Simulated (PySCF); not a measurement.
P: excitation energy

P [Ne] 3s2 3p3 (4S) → P [Ne] 3s1 3p3 3d1 (6D), as a difference of total energies. Computed with PySCF 2.14 in x2c-TZVPPall with one added diffuse shell each of s, p, d type (6s6p4d1f, 51 functions), with scalar relativity by spin-free X2C-1e. Correlated levels: valence and next inner shell: 1s2 frozen. The calculations carry no spin-orbit coupling.

```json
{"method": "UHF", "excitation energy (eV)": "12.422"}
{"method": "MP2 (valence and next inner shell)", "excitation energy (eV)": "14.138"}
{"method": "SCS-MP2 (valence and next inner shell)", "excitation energy (eV)": "14.501"}
{"method": "CCSD (valence and next inner shell)", "excitation energy (eV)": "14.290"}
{"method": "CCSD(T) (valence and next inner shell)", "excitation energy (eV)": "14.397"}
```

Question: How much does correlation contribute at CCSD(T) (valence and next inner shell)?

Answer: 14.397 − (12.422) = 1.975 eV, measured against UHF.

The upper state lies above the first ionisation limit, but in LS coupling its spin forbids autoionisation to the ground ion.

The promoted electron is Rydberg-like, and one or two diffuse shells describe it only roughly, which tends to raise the upper state.
